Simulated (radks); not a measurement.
These are the eigenvalues of the occupied orbitals of an atom or ion with whole-number occupations (eV). All-electron calculation, non-relativistic Kohn-Sham, LDA (Slater exchange, Perdew-Wang correlation), spin-unpolarised, spherical densities, point nucleus. Program: a radial shooting solver on a logarithmic mesh with Libxc functionals.

1s: -36984.77
2s: -7840.850
2p: -7582.925
3s: -3202.515
6f: -698.3680

Which element is it, and in what charge state? The configuration may be excited.

Answer. Z = 55, caesium, charge +42: Cs42+ in [Ne] 3s2 6f1. The list shows which subshells hold electrons but not how many an open one holds; the 1s level, -1359.2 hartree, gives Z - s = 52.1 by -(Z - s)^2/2, which with screening narrows Z to a few neighbours, and the depths of the outer levels then fix element, charge and occupations together.
